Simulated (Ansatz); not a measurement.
C₃H₇BO, SMILES `BCC(C)=O`, relaxed with RKS PBE-D4/def2-SVP in Ansatz from a rough embedded geometry. The force threshold is 0.03 eV/Å; the program also tests the step.

Charge 0, multiplicity 1.

Start:

```xyz
12

B    -0.241    1.273    1.352
C     0.274   -0.107    0.961
C     0.533   -0.130   -0.500
C    -0.308   -0.870   -1.530
O     1.538    0.418   -0.967
H     0.346    1.998    2.161
H    -1.244    1.742    0.897
H    -0.465   -0.853    1.199
H     1.247   -0.332    1.544
H    -0.709   -0.155   -2.217
H    -1.207   -1.310   -0.918
H     0.237   -1.676   -1.983
```

Question: How much energy does the relaxation release, and in how many steps? (Best estimate.)

Answer: Computed: 52.87 kJ/mol, in 18 steps, 1 of them rejected.

Question: Which bonds change most? (Estimate.)

Answer: The calculation gave: C4–H11 from 1.174 to 1.108 Å; C2–H9 from 1.156 to 1.107 Å; C2–H8 from 1.077 to 1.124 Å; C2–C3 from 1.484 to 1.525 Å.

Question: Give the relaxed structure. (An estimate is asked.)

Answer: The calculation gave: 
```xyz
12

B    -0.432    1.081    1.383
C     0.554   -0.025    0.885
C     0.750   -0.135   -0.623
C    -0.413   -0.677   -1.436
O     1.803    0.203   -1.138
H    -0.272    1.605    2.469
H    -1.408    1.385    0.721
H    -0.011   -0.926    1.246
H     1.536   -0.015    1.396
H    -0.222   -0.517   -2.513
H    -1.374   -0.211   -1.142
H    -0.511   -1.768   -1.248
```
